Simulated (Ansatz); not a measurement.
Saddle point of CH6InN, singlet (InNH₂ ([NH2][In]) + CH₄ → CH₃In ([CH3][In]) + NH₃; bonds formed: In1–C4, N2–H3; bonds broken: In1–N2, H3–C4), PBE0-D4/def2-TZVP structure:

| atom | x (Å) | y (Å) | z (Å) |
| --- | --- | --- | --- |
| In1 | -0.7981 | -1.5014 | -0.9834 |
| N2 | -0.3317 | -0.8578 | 1.1885 |
| H3 | 0.0382 | 0.0437 | 0.3157 |
| C4 | 0.3327 | 0.8139 | -0.8540 |
| H5 | 0.4027 | -1.3114 | 1.7197 |
| H6 | -1.0722 | -0.6051 | 1.8326 |
| H7 | 1.1483 | 0.5243 | -1.5291 |
| H8 | 0.7327 | 1.6191 | -0.2223 |
| H9 | -0.4524 | 1.2746 | -1.4678 |

Energies are electronic, without zero-point energy. Barriers and step energies count from the start structure reached by relaxing down the imaginary mode; all methods use the PBE0-D4 structures, on which another method's saddle can fall below an end. Ansatz 0.2.0; basis: def2-TZVPP, with def2-QZVPP for the basis limit; cores frozen in the correlated methods. Filled d shells of the heavier atoms are correlated. Core potentials replace the inner electrons of the atoms past krypton. The def2 sets are not built for correlating such inner shells, so the correlated values are less sure here. B3LYP uses VWN-RPA correlation. Extrapolation: Hartree–Fock as exp(−7.88 √X), correlation as X^−2.97.

```tsv
method	barrier (kJ/mol)	step energy (kJ/mol)
SPW92	91.7	26.9
PBE-D4	123.3	38.4
BLYP-D4	142.9	47.8
r2SCAN-D4	132.0	39.5
B97M-V	?	42.7
PBE0-D4	134.2	35.0
B3LYP-D4	149.4	44.4
r2SCAN0-D4	139.7	36.4
BHLYP-D4	163.8	41.5
CAM-B3LYP-D4	152.5	44.2
wB97X-V	150.9	40.2
wB97M-V	147.2	36.5
B2PLYP	?	46.0
PBE-QIDH	143.0	36.0
RPA on PBE	?	42.3
HF	205.9	47.5
MP2	145.5	41.9
CCSD	160.1	39.8
CCSD(T)	151.5	39.3
```

(1) Fill in the withheld barriers. (An estimate is asked for; the value comes from the calculation.)

The T1 diagnostic stays at or below 0.016.

Answers

(1) The calculation gives: B97M-V 148.3; B2PLYP 152.3; RPA on PBE 152.6 kJ/mol. Each is the energy of the saddle less that of the start structure, by the same method.

For comparison, the barrier by CCSD(T) at an estimated basis limit (MP2 extrapolated from triple and quadruple zeta, plus CCSD(T) − MP2 in triple zeta) is 150.1 kJ/mol.

Labels in which every atom is bracketed show which atoms are joined, not bond orders.

For scale, one of the runs: CCSD(T)/def2-TZVPP, 196 basis functions, launched by `ansatz run in.yaml --threads 4 --pin off --events-out ev --progress --plain --max-ram 9574MiB`. The run took 56 s on 4 CPU threads of an Arm Neoverse V1 (shared host), with 2.6 GiB of host memory at its peak.
